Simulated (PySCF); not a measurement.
Electron correlation in Cd (cadmium, neutral)

[Kr] 4d10 5s2, closed-shell 1S. Computed with PySCF 2.14 in def2-SVP with the def2 core potential (28 electrons) (5s3p2d1f, 31 functions), with a scalar-relativistic core potential. Frozen: 4s2 4p6; 12 electrons correlated.

MP2 pair energies summed by pair of shells (mhartree):

```json
{"pair": "4d-4d", "energy": "-213.16", "share (%)": "77.0"}
{"pair": "4d-5s", "energy": "-44.76", "share (%)": "16.2"}
{"pair": "5s-5s", "energy": "-18.90", "share (%)": "6.8"}
```

Total MP2 correlation energy: -276.82 mhartree.

Same-spin part -101.41 and opposite-spin part -175.41 mhartree; SCS-MP2 scales them by 1/3 and 6/5 to -244.29 mhartree.

```json
{"level": "CCSD", "correlation energy (mhartree)": "-270.56"}
{"level": "(T)", "correlation energy (mhartree)": "-5.26"}
{"level": "CCSD(T)", "correlation energy (mhartree)": "-275.82"}
```

Diagnostics: T1 = 0.012, D1 = 0.0418, largest double amplitude 0.089.

Problem. Is a single reference adequate?

Solution. Mostly. T1 lies below 0.03, but a double amplitude of this size points to a near-degeneracy that CCSD handles and MP2 describes poorly.
